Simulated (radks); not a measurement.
Problem. Species: Bi V. Configuration: [Xe] 4f14 5d10 6s1. Method: Dirac Kohn-Sham, RPBE, spin-unpolarised, spherical densities, finite nucleus; Fermi nuclear charge, rms radius 5.5211 fm; computed with a radial shooting solver on a logarithmic mesh with Libxc functionals. Some entries of the table are withheld. Estimate them.

| orbital | occ. | eigenvalue (eV) | <1/r> (bohr^-1) |
|---|---|---|---|
| 1s1/2 | 2 | -90495.83 | 103.2 |
| 2s1/2 | 2 | -16280.25 | 25.57 |
| 2p1/2 | 2 | -15649.87 | 25.54 |
| 2p3/2 | 4 | -13330.60 | 20.24 |
| 3s1/2 | 2 | -3960.688 | 9.376 |
| 3p1/2 | 2 | -3674.303 | 9.289 |
| 3p3/2 | 4 | -3155.009 | 7.903 |
| 3d3/2 | 4 | -2683.461 | 7.803 |
| 3d5/2 | 6 | -2573.351 | 7.497 |
| 4s1/2 | 2 | -940.7590 | 3.986 |
| 4p1/2 | 2 | -815.9098 | 3.878 |
| 4p3/2 | 4 | -687.9518 | 3.399 |
| 4d3/2 | 4 | (1) | 3.204 |
| 4d5/2 | 6 | (2) | 3.097 |
| 5s1/2 | 2 | -198.0806 | 1.668 |
| 4f5/2 | 6 | -196.2640 | (3) |
| 4f7/2 | 8 | -190.7712 | (4) |
| 5p1/2 | 2 | (5) | 1.548 |
| 5p3/2 | 4 | (6) | 1.373 |
| 5d3/2 | 4 | -69.2198 | 1.107 |
| 5d5/2 | 6 | -66.1104 | 1.069 |
| 6s1/2 | 1 | -50.6685 | 0.6625 |

Solution. 
(1) 4d3/2 eigenvalue (eV): -484.3423
(2) 4d5/2 eigenvalue (eV): -460.4501
(3) 4f5/2 <1/r> (bohr^-1): 2.767
(4) 4f7/2 <1/r> (bohr^-1): 2.726
(5) 5p1/2 eigenvalue (eV): -154.7708
(6) 5p3/2 eigenvalue (eV): -130.1181
